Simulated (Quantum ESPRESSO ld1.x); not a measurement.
All-electron atom: Sm2+ in [Xe] 4f6. Calculated with ld1.x of Quantum ESPRESSO 7.5: scalar-relativistic Kohn-Sham, LDA (Slater exchange, Perdew-Wang correlation), spin-polarised, spherical densities, point nucleus, Perdew-Zunger self-interaction correction; open shells are filled with parallel spins first. Some entries of the table are withheld. Estimate them.

orbital  occ.  eigenvalue (hartree)  <r> (bohr)  <r^2> (bohr^2)
1s down     1              -1731.65     0.02273       0.0007039
1s up       1              -1731.65     0.02273       0.0007039
2s up       1              -284.006     0.09708         0.01113
2s down     1              -284.003     0.09708         0.01113
2p up       3              -254.802     0.08541        0.008902
2p down     3              -254.800     0.08540        0.008902
3s up       1              -63.0599      0.2555         0.07457
3s down     1              -62.9880      0.2553         0.07447
3p up       3              -53.6804      0.2537         0.07460
3p down     3              -53.6094      0.2535         0.07448
3d up       5              -41.1704      0.2309         0.06272
3d down     5              -41.1157      0.2307         0.06257
4s up       1              -13.2241      0.5805          0.3806
4s down     1              -13.0526      0.5804          0.3805
4p up       3              -10.1021      0.6148          0.4304
4p down     3              -9.93124      0.6149          0.4305
4d up       5              -5.73146      0.6724          0.5253
4d down     5              -5.56243      0.6733          0.5270
5s up       1              -2.33488       1.406           2.226
5s down     1              -2.23744       1.427           2.295
5p up       3              -1.55815       1.644           3.071
5p down     3              -1.48312       1.680           3.208
4f up       6                   (1)      0.9482           1.179
4f down     0                   (2)       1.006           1.364

Answer. 
(1) 4f up eigenvalue (hartree): -0.99850
(2) 4f down eigenvalue (hartree): -0.83591
